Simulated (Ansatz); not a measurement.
Clusters of 4 atoms, II-VI: PBE0-D4/def2-SVP single points in Ansatz on relaxed structures, gas phase. Each cluster is the lowest isomer that a short search found in that spin, judged at the geometry's level, and lower ones may exist. Core potentials for Sr, Te, no spin–orbit coupling. HOMO and LUMO are taken over both spins. Singlets are spin-restricted. The structures are stationary points that may keep the symmetry of their start. Remarks come from the PBE and PBE0 runs and from stability tests at other levels; not every state was tested.

```tsv
species	atoms	state	geometry	HOMO (eV)	LUMO (eV)	gap (eV)	point group (within 0.1 Å)	remarks
Mg2S2⁺	4	doublet	PBE0-D4/def2-TZVP	-9.55	-8.07	1.48	C2v	–
Be2S2	4	singlet	PBE-D4/def2-TZVP	-6.87	-2.91	3.96	D2h	–
Be2Se2⁺	4	doublet	PBE0-D4/def2-TZVP	-13.24	-10.47	2.77	D2h	–
Zn2O2⁺ (with an O–O bond)	4	doublet	PBE-D4/def2-SVP	-12.02	-8.76	3.26	C2v	spin-contaminated (⟨S²⟩ up to 0.84)
Ca2Te2	4	singlet	PBE-D4/def2-SVP	-5.09	-1.84	3.25	D2h	–
Sr2S2	4	singlet	B3LYP-D4/def2-TZVP	-5.01	-1.50	3.50	D2h	–
```

Task: Estimate the rows for Be2Te2⁺ (doublet, r2SCAN-D4/def2-TZVP geometry); Mg2Se2⁺ (doublet, r2SCAN-D4/def2-SVP geometry).

Result: 
```csv
species,atoms,state,geometry,HOMO (eV),LUMO (eV),gap (eV),point group (within 0.1 Å)
Be2Te2⁺,4,doublet,r2SCAN-D4/def2-TZVP,-12.08,-9.65,2.44,D2h
Mg2Se2⁺,4,doublet,r2SCAN-D4/def2-SVP,-10.95,-9.30,1.65,D2h
```

The gap (eV) runs from 1.48 (Mg2S2⁺) to 3.96 (Be2S2).
